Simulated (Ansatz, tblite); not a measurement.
Removing and adding an electron: the cluster Mg7O7 (the lowest singlet isomer of a short search). The state is a singlet with charge 0. Geometry: r2SCAN-D4/def2-SVP. Ansatz, gas phase; energy differences of separate SCF runs; the oxidised species was run as a doublet alone; the reduced species was run as a doublet alone.

```
atom   x (Å)   y (Å)   z (Å)
 Mg1  -1.456   0.532   3.561
 Mg2  -3.791   0.754   1.029
 Mg3  -0.259  -0.252  -3.878
 Mg4   3.923  -0.641   0.717
 Mg5  -3.260   0.401  -2.326
 Mg6   1.940  -0.081   3.452
 Mg7   2.903  -0.713  -2.555
  O8   0.266   0.262   4.064
  O9   3.411  -0.418   2.444
 O10  -4.126   0.676  -0.754
 O11  -2.023   0.083  -3.614
 O12   1.523  -0.558  -3.723
 O13   3.974  -0.790  -1.091
 O14  -3.026   0.745   2.674
```

The xTB rows come from tblite. The structure comes from a short search, and lower isomers may exist.

```
           level  −HOMO (eV)  vertical IE (eV)  −LUMO (eV)  vertical EA (eV)  HOMO–LUMO gap (eV)  IE − EA (eV)                       remarks
        GFN1-xTB       12.01             14.01        9.70              7.72                2.31          6.29                             –
        GFN2-xTB       12.05             13.91       10.95              9.06                1.10          4.85                             –
 PBE-D4/def2-SVP        5.44                 –        2.38              1.05                3.07             –  HOMO above zero (-1 doublet)
PBE0-D4/def2-SVP        6.84              8.02        1.68              0.73                5.16          7.29  HOMO above zero (-1 doublet)
```

Run but left out: PBE-D4/def2-SVP (charge +1 doublet: an occupied level 0.02 eV above an empty one).   A HOMO above zero means that the electron is unbound at that level or that self-interaction error raises the level; the energy of removing that electron tells which. Raw xTB energy differences between charge states are shifted by several eV; the methods need an empirical correction for them. Sets without diffuse functions give affinities that are too small.
